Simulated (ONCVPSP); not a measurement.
**Ti: variants of one ONCV potential**

Base potential:

```
Element                 : Ti (Z = 22)
Generator               : ONCVPSP 4.0.1
Type                    : optimised norm-conserving Vanderbilt (ONCV)
Functional              : LDA (Perdew-Wang 92)
Relativity              : scalar-relativistic
Frozen core             : [Ne]
Valence charge          : 12
Reference configuration : 3s2 3p6 3d2 4s1.75 4p0.25
Partial waves           : 3s+4s: rc 1.55 bohr, ncon 4, nbas 9, qcut 9.6 1/bohr, 2 projectors; 3p+4p: rc 2.10 bohr, ncon 5, nbas 8, qcut 8.3 1/bohr, 2 projectors; 3d: rc 2.25 bohr, ncon 4, nbas 9, qcut 7.6 1/bohr, 2 projectors, debl 3.3 Ha
Local potential         : polynomial inside 1.00 bohr (lpopt 1, dvloc0 6 Ha)
Core correction         : none
```

All-electron outer shells of the reference configuration (LDA (PZ), scalar-relativistic, ld1.x):

| shell | level (eV) | outermost node (bohr) | outermost maximum (bohr) |
| --- | --- | --- | --- |
| 2s | -535.81 | 0.09 | 0.27 |
| 2p | -444.32 | – | 0.22 |
| 3s | -62.61 | 0.40 | 0.87 |
| 3p | -39.13 | 0.37 | 0.90 |
| 4s | -4.81 | 1.24 | 2.88 |
| 3d | -4.79 | – | 0.97 |
| 4p | -1.71 | 1.39 | 3.80 |

Cutoffs, loose and tight: the cutoffs (Ha) at which the residual kinetic energy of the hardest occupied pseudo-wave falls to 1 and 0.1 mHa per electron. They do not see the model core or the augmentation charge, which bear on the density cutoff. Test errors are all-electron minus pseudo excitation energies from the reference, over the configurations 3s2 3p6 3d2 4s2 4p0; 3s2 3p6 3d2 4s1 4p0; 3s2 3p6 3d2 4s0 4p0; 3s2 3p6 3d2 4s0 4p1. A dash means not determined; rows that change the core or the reference have their own tests.

A true bound ghost makes a file unfit for plane-wave use even where its test errors are small: the radial tests pick states by their node count and pass the ghost by.

| change | outcome | cutoff, loose | cutoff, tight | bound ghosts | GHOST(+) flags above zero | largest test error (meV) |
| --- | --- | --- | --- | --- | --- | --- |
| base | generated | 26 Ha | 32 Ha | none | none | +1.5 |
| s: qcut 8.8; p: qcut 7.6; d: qcut 7 | generated | 24 Ha | 29 Ha | none | none | +1.4 |
| s: qcut 5.6 | generated | 20 Ha | 53 Ha | none | none | +0.1 |
| all radii scaled by about 1.20 (s 1.86, p 2.52, d 2.70 bohr); local potential polynomial inside 1.20 bohr (lpopt 1, dvloc0 6 Ha) | generated | 21 Ha | 27 Ha | none | none | -1.0 |
| d: rc 2.28 | generated | 26 Ha | 32 Ha | none | none | +1.5 |
| core correction Teter function, fcfact 5.5, rcfact 1.25 | generated | 26 Ha | 32 Ha | none | none | +1.1 |
| functional PBE | generated | 26 Ha | 32 Ha | none | none | -0.8 |
| core [Ar], valence charge 4; reference 3d2 4s1 4p1; waves now 4s: rc 2.55 bohr, ncon 4, nbas 7, qcut 2.1 1/bohr, 2 projectors, debl 3.2 Ha; 4p: rc 2.60 bohr, ncon 4, nbas 7, qcut 3.3 1/bohr, 3 projectors, debl 1.7 Ha; 3d: rc 1.20 bohr, ncon 3, nbas 6, qcut 9.4 1/bohr, 1 projector; local potential polynomial inside 1.10 bohr (lpopt 5, dvloc0 6 Ha) | generated | 42 Ha | 92 Ha | p | s, p | +73 |
| local potential polynomial inside 1.05 bohr (lpopt 5, dvloc0 6 Ha) | generated | 26 Ha | 32 Ha | none | none | +1.5 |

(1) What comes out with this change to the base: local potential polynomial inside 1.00 bohr (lpopt 1, dvloc0 3 Ha)?

Answers

(1) outcome: generated; cutoff, loose: 26 Ha; cutoff, tight: 32 Ha; bound ghosts: p; GHOST(+) flags above zero: none; largest test error (meV): +1.6.
